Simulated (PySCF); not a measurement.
C3H7B2F3.
SMILES: `BC(B)CC(F)(F)F`

Torsions of this conformer, `[BH2:1][CH:2]([BH2:3])[CH2:4][C:5]([F:6])([F:7])[F:8]`: B1–C2–C4–C5 69°, C2–C4–C5–F6 -61°.

The closed-shell ground state was solved at several levels (PySCF, density fitting, gas phase, non-relativistic). One conformer (not necessarily the lowest) at the GFN2-xTB geometry, without solvent, vibrations or thermal averaging.

| level | basis functions | HOMO (eV) | LUMO (eV) | gap (eV) | dipole (D) |
| --- | --- | --- | --- | --- | --- |
| PBE0/pcSseg-1 | 171 | -9.19 | -2.52 | 6.67 | 2.06 |
| B3LYP/pcJ-1 | 286 | -8.97 | -2.73 | 6.24 | 2.05 |

**Question.** Estimate the row for CAM-B3LYP/def2-SVPD, a basis of 225 functions; the other rows only guide the guess.

**Answer.** HOMO -10.65 eV, LUMO -1.45 eV, gap 9.20 eV, dipole 2.19 D.

**Question.** Over all these levels, which gives the widest orbital gap and which the narrowest?

**Answer.** CAM-B3LYP/def2-SVPD (range-separated hybrid) has the widest, 9.20 eV, and B3LYP/pcJ-1 (global hybrid, 20 % exact exchange) the narrowest, 6.24 eV. Functional and basis both differ between the two, so the spread mixes both effects.

**Question.** How far do the dipole and the HOMO energy spread over the levels?

**Answer.** The dipole runs from 2.05 to 2.19 D (mean 2.10 D) and the HOMO from -10.65 to -8.97 eV.
